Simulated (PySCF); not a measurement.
Compound: C5H10O3.
Atom-mapped SMILES: `[OH:1][CH2:2][CH:3]1[CH2:4][O:5][CH2:6][O:7][CH2:8]1` (hydrogens: H9 on O1; H10, H11 on C2; H12 on C3; H13, H14 on C4; H15, H16 on C6; H17, H18 on C8)

The same species was optimised twice, with GFN2-xTB and with PBE0-D3(BJ)/def2-SVP (PySCF), and the same property calculations (PySCF, gas phase) were run on both structures.

```json
{"coordinate": "C2–C3 (Å)", "GFN2-xTB": "1.530", "PBE0-D3(BJ)/def2-SVP": "1.519", "change": "-0.011"}
{"coordinate": "C3–C8 (Å)", "GFN2-xTB": "1.534", "PBE0-D3(BJ)/def2-SVP": "1.525", "change": "-0.009"}
{"coordinate": "O7–C8 (Å)", "GFN2-xTB": "1.414", "PBE0-D3(BJ)/def2-SVP": "1.406", "change": "-0.008"}
{"coordinate": "C3–C4 (Å)", "GFN2-xTB": "1.533", "PBE0-D3(BJ)/def2-SVP": "1.525", "change": "-0.008"}
{"coordinate": "C4–O5 (Å)", "GFN2-xTB": "1.413", "PBE0-D3(BJ)/def2-SVP": "1.405", "change": "-0.008"}
{"coordinate": "C6–O7 (Å)", "GFN2-xTB": "1.393", "PBE0-D3(BJ)/def2-SVP": "1.388", "change": "-0.005"}
{"coordinate": "O5–C6 (Å)", "GFN2-xTB": "1.396", "PBE0-D3(BJ)/def2-SVP": "1.391", "change": "-0.005"}
{"coordinate": "O1–C2 (Å)", "GFN2-xTB": "1.404", "PBE0-D3(BJ)/def2-SVP": "1.402", "change": "-0.002"}
{"coordinate": "C4–C3–C8 (°)", "GFN2-xTB": "106.9", "PBE0-D3(BJ)/def2-SVP": "108.0", "change": "+1.1"}
{"coordinate": "C2–C3–C8 (°)", "GFN2-xTB": "111.8", "PBE0-D3(BJ)/def2-SVP": "112.3", "change": "+0.5"}
{"coordinate": "C2–C3–C4 (°)", "GFN2-xTB": "112.1", "PBE0-D3(BJ)/def2-SVP": "112.6", "change": "+0.5"}
{"coordinate": "C3–C4–O5 (°)", "GFN2-xTB": "110.5", "PBE0-D3(BJ)/def2-SVP": "110.8", "change": "+0.3"}
{"coordinate": "C4–O5–C6 (°)", "GFN2-xTB": "111.4", "PBE0-D3(BJ)/def2-SVP": "111.7", "change": "+0.3"}
{"coordinate": "O5–C6–O7 (°)", "GFN2-xTB": "113.3", "PBE0-D3(BJ)/def2-SVP": "113.0", "change": "-0.3"}
{"coordinate": "O1–C2–C3 (°)", "GFN2-xTB": "112.8", "PBE0-D3(BJ)/def2-SVP": "113.0", "change": "+0.2"}
{"coordinate": "C3–C8–O7 (°)", "GFN2-xTB": "110.4", "PBE0-D3(BJ)/def2-SVP": "110.7", "change": "+0.3"}
{"coordinate": "O1–C2–C3–C4 (°)", "GFN2-xTB": "-179", "PBE0-D3(BJ)/def2-SVP": "-178", "change": "+1"}
```

Rotational constants: A = 4313, B = 1379, C = 1116 MHz (GFN2-xTB) against A = 4327, B = 1392, C = 1124 MHz (PBE0-D3(BJ)/def2-SVP). Point groups within 0.08 Å: C1 and C1.

On the GFN2-xTB structure: isotropic polarisability (au) 71.1 [PBE0/def2-SVPD]; HOMO (eV) -7.79 [PBE0/def2-SVPD]; LUMO (eV) 0.40 [PBE0/def2-SVPD]; dipole (D) 1.30 [PBE0/def2-SVPD].

Q: What do these properties become on the PBE0-D3(BJ)/def2-SVP structure?

A: 
```json
{"property": "isotropic polarisability (au)", "level": "PBE0/def2-SVPD", "on GFN2-xTB": "71.1", "on PBE0-D3(BJ)/def2-SVP": "71.4", "change": "+0.3"}
{"property": "HOMO (eV)", "level": "PBE0/def2-SVPD", "on GFN2-xTB": "-7.79", "on PBE0-D3(BJ)/def2-SVP": "-7.81", "change": "-0.02"}
{"property": "LUMO (eV)", "level": "PBE0/def2-SVPD", "on GFN2-xTB": "0.40", "on PBE0-D3(BJ)/def2-SVP": "0.38", "change": "-0.02"}
{"property": "dipole (D)", "level": "PBE0/def2-SVPD", "on GFN2-xTB": "1.30", "on PBE0-D3(BJ)/def2-SVP": "1.35", "change": "+0.05"}
{"property": "energy, GFN2-xTB geometry as zero (kcal/mol)", "level": "PBE0/def2-SVPD", "on GFN2-xTB": "0.0", "on PBE0-D3(BJ)/def2-SVP": "-0.2", "change": "-0.2"}
```

The heavy atoms differ by 0.015 Å rms after alignment. Among bonds between heavy atoms C2–C3 changes most (-0.011 Å). Changes are differences of the printed values. Neither structure is proved a minimum here.
